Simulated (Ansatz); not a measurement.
Species: CH5Ge, net charge 0, doublet state. It need not be the lowest isomer of its formula. 
Geometry from a B3LYP-D3(BJ)/def2-TZVP (Ansatz, a first-principles code) optimisation:
SMILES: [CH2][GeH3]
```xyz
7

Ge     0.2056     0.1820    -0.2140
C     -0.9386    -0.8253     0.9666
H      1.6122     0.3567     0.3997
H      0.3578    -0.5565    -1.5558
H     -0.3881     1.5813    -0.4550
H     -1.5371    -0.3466     1.7316
H     -0.9930    -1.9060     0.9285
```
Charge 0, spin multiplicity 2.

Basis-set convergence of Hartree-Fock and CCSD(T) correlation energies (hartree) with Ansatz. Cores are frozen in the correlated levels unless marked. UHF or UKS for open shells. Spin-orbit coupling is left out. Frozen are the shells of the preceding noble gas and the d and f shells that filled before the atom's block. No relativistic terms.

```
basis        functions        E(HF)  E(corr, CCSD(T))
-----------  ---------  -----------  ----------------
def2-SVPD           98  -2115.79930          -0.27880
def2-TZVPPD        176          [?]               [?]
```

Some entries are withheld; supply them.


- def2-TZVPPD, E(HF): -2116.10712
- def2-TZVPPD, E(corr, CCSD(T)): -0.32274
